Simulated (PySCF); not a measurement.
Species: CHClF2.
Bonds: F1–C2, C2–F3, C2–Cl4. Hydrogens: H5 on C2.

Computed, not measured: PBE0-D3(BJ)/def2-SVP geometry optimisation, gas phase in PySCF.

Problem. Give the optimised bond lengths and angles.

Solution. 
```csv
bond,length (Å)
"F1–C2, C2–F3",1.329
C2–Cl4,1.769
C2–H5,1.101
```

Bonds in one row agree within 0.01 Å and their mean is given. A selection of angles:
```csv
angle,degrees
F1–C2–F3,108.5
F1–C2–Cl4,109.8
F1–C2–H5,110.1
Cl4–C2–H5,108.6
```

Point group: Cs (every atom within 0.08 Å of its image). Stationary, but not proved a minimum.

---

Species: ethyl bromide, C2H5Br.
Bonds: C1–C2, C2–Br3. Hydrogens: H4, H5, H6 on C1; H7, H8 on C2.

Method: PBE0-D3(BJ)/def2-TZVP geometry optimisation, gas phase in PySCF 2.14.0.

(1) Give the optimised bond lengths and angles.

## Answers

(1) 
```tsv
bond	length (Å)
C1–C2	1.506
C2–Br3	1.950
C1–H4, C1–H5, C1–H6	1.092
C2–H7, C2–H8	1.088
```

Bonds in one row agree within 0.01 Å and their mean is given. A selection of angles:
```tsv
angle	degrees
C2–C1–H4	111.2
C2–C1–H5	109.4
H4–C1–H5	108.3
C1–C2–Br3	111.6
C1–C2–H7	112.5
C1–C2–H8	112.5
Br3–C2–H7	105.3
H7–C2–H8	109.2
```

Point group: Cs (every atom within 0.08 Å of its image). Stationary, but not proved a minimum.

---

Compound: [TaO2F2]- (charge -1 and singlet state).
Bonds: Ta1–O2, Ta1–O3, Ta1–F4, Ta1–F5.

Computed with PBE0-D3(BJ)/def2-SVP geometry optimisation, gas phase, def2 core potentials past Kr (PySCF).

(1) List the bond lengths and angles at this level.

Answers

(1) 
```
          bond  length (Å)
Ta1–O2, Ta1–O3       1.765
Ta1–F4, Ta1–F5       1.940
```

Bonds in one row agree within 0.01 Å and their mean is given. A selection of angles:
```
    angle  degrees
O2–Ta1–O3    108.4
O2–Ta1–F4    109.7
F4–Ta1–F5    110.2
```

Ta1 (tantalum bonded to 2 F and 2 O) is tetrahedral (angles from 108.4° to 110.2°).

Point group: C2v (tolerance 0.08 Å). Stationary, but not proved a minimum.

The run took 39 s of wall time on x86-64 server, one thread, shared host. These figures are those of the optimisation.
